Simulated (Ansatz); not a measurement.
# CH5FGe: structure from calculated spectroscopic constants

These gas-phase data were calculated for one isomer of CH5FGe at PBE0-D3(BJ)/def2-SVP (harmonic, unscaled wavenumbers; equilibrium rotational constants with average atomic masses):

```
rotational constants            : 13.43, 6.119, 4.575 GHz
all wavenumbers above 1500 cm⁻¹ : 3191, 3181, 3071, 2170, 2167
dipole moment                   : 2.51 D (PBE0/def2-TZVPD)
```

Candidates:

(1) `[CH3][GeH2][F]`, a singlet
(2) `F[CH2][GeH3]`, a singlet

**Question.** Assign the data to one candidate and say why.

**Answer.** Candidate (1). 2 modes lie between 1900 and 2250 cm⁻¹, one for each Ge–H bond, while (2) has 3.

The same quantities for all candidates:

|  | rotational constants (GHz) | wavenumbers above 1500 cm⁻¹ | dipole (D) | E above the lowest, PBE0-D3(BJ)/def2-SVP (kcal/mol) |
| --- | --- | --- | --- | --- |
| (1) | 13.43, 6.119, 4.575 | 3191, 3181, 3071, 2170, 2167 | 2.51 | 0.0 |
| (2) | 26.26, 3.536, 3.312 | 3125, 3059, 2175, 2172, 2157 | 1.53 | 38.3 |

Harmonic stretches to hydrogen usually lie a few per cent above observed fundamentals. Programs: Ansatz 0.2.0.
